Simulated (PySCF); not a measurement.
Working out the ionisation energy of I²⁺

I²⁺ [Kr] 4d10 5s2 5p3 (4S) → I³⁺ [Kr] 4d10 5s2 5p2 (3P). All numbers are calculated (PySCF 2.14, the spin-free X2C one-electron Hamiltonian (Gaussian nucleus), in aug-cc-pVTZ-DK3). Frozen: [Kr] 4d10. Energies in hartree (1 hartree = 27.21139 eV):

| part | I²⁺ (lower) | I³⁺ (upper) |
| --- | --- | --- |
| UHF | -7111.381012 | -7110.283387 |
| CCSD correlation | -0.078087 | -0.062565 |
| (T) | -0.002030 | -0.001168 |

What does Hartree-Fock give?

(-7110.283387) − (-7111.381012) = 1.097625 hartree = 29.868 eV.

What do CCSD and CCSD(T) give?

The CCSD correlation energies differ by 0.015522 hartree = 0.422 eV and the triples by 0.000862 hartree = 0.023 eV, so CCSD gives 30.290 eV and CCSD(T) 30.313 eV.

A first-order spin-orbit estimate adds -0.838 eV to CCSD(T) (valence), giving 29.475 eV against 29.57 ± 0.025 eV (measured; NIST Atomic Spectra Database, ionization energies).

What remains against the reference includes basis incompleteness, the frozen core and higher excitations.
